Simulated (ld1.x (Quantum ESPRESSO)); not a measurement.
## aluminium: excitation energies, all-electron against RRKJ

* Element: Al (Z = 13)
* Generator: ld1.x (Quantum ESPRESSO) 7.5
* Type: norm-conserving RRKJ (Kleinman–Bylander form)
* Functional: BLYP
* Relativity: non-relativistic
* Frozen core: [Ne]
* Valence charge: 3
* Reference configuration: 3s1 3p0 (charge +2)
* Partial waves: 3p (bound, empty): rc 2.05 bohr; 3s (bound): rc 1.50 bohr
* Local potential: the s channel
* Core correction: none

Energies are relative to the spin-unpolarised reference configuration 3s1 3p0; without spin polarisation the order of configurations can differ from experiment.

Task: Give the all-electron excitation energy and the error of the potential for: 3s2 3p1; 3s2 3p0; 3s2 3p0.5; 3s1 3p1; 3s2 3p1.3; 3s0 3p3; 3s1 3p2.

Result:

```tsv
valence configuration	charge	ΔE all-electron (eV)	error AE − PS (meV)
3s2 3p1	0	-24.817	+181
3s2 3p0	+1	-19.181	+110
3s2 3p0.5	+0.5	-22.801	+152
3s1 3p1	+1	-13.379	+66
3s2 3p1.3	-0.3	-25.351	+190
3s0 3p3	0	-14.303	+119
3s1 3p2	0	-19.663	+134
```

Levels in the configuration 3s0 3p3:

```tsv
level	all-electron (eV)	pseudo (eV)
3p	-3.707	-3.746
```

ld1.x printed “convergence not achieved” for 6 of the counted tests; their residual had stalled under 1e-8, short of the target of 1e-14.
